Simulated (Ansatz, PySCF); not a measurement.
System: sum formula InO2H2, charge 0, multiplicity 2. It need not be the lowest isomer of its formula. SMILES: [OH][In][OH]
Structure (B3LYP-D3(BJ)/def2-TZVP (Ansatz, an electronic-structure program) minimum search):
```xyz
5

In     0.1447     0.0755     0.2603
O      1.0472     0.3625    -1.5304
H      0.4543     0.0725    -2.2372
O     -1.7196    -0.7253     0.0980
H     -2.1680    -0.8705     0.9393
```
Charge 0, spin multiplicity 2.

Property: atomisation energy (electronic, to ground-state atoms), in kcal/mol. Cores are frozen in the correlated levels unless marked. UHF or UKS for open shells. Spin-orbit coupling is left out. Frozen are the shells of the preceding noble gas and the d and f shells that filled before the atom's block. In def2 rows, elements after Kr have scalar-relativistic effective core potentials. STO-3G rows are all-electron and non-relativistic. The coupled-cluster limit lacks core correlation, which all-electron functionals hold. CBS(X,Y): correlation extrapolated as X^-3; Hartree-Fock from the larger set. The bracket is a focal-point correction in the basis named.

```json
[
 {"level": "HF-D4/def2-TZVPD", "program": "PySCF + dftd4", "atomisation energy (kcal/mol)": "219.6"},
 {"level": "PBE-D4/def2-TZVPD", "program": "Ansatz + dftd4", "atomisation energy (kcal/mol)": "366.3"},
 {"level": "TPSS/def2-TZVPD", "program": "PySCF", "atomisation energy (kcal/mol)": "353.6"},
 {"level": "TPSS-D4/def2-TZVPD", "program": "PySCF + dftd4", "atomisation energy (kcal/mol)": "355.8"}
]
```

Problem. Predict the RI-MP2/CBS(def2-TZVPPD,def2-QZVPPD)+[CCSD(T)-MP2]/def2-TZVPPD result (Ansatz).

Solution. 361.6 kcal/mol, so TPSS-D4/def2-TZVPD differs from it by -5.8 kcal/mol.
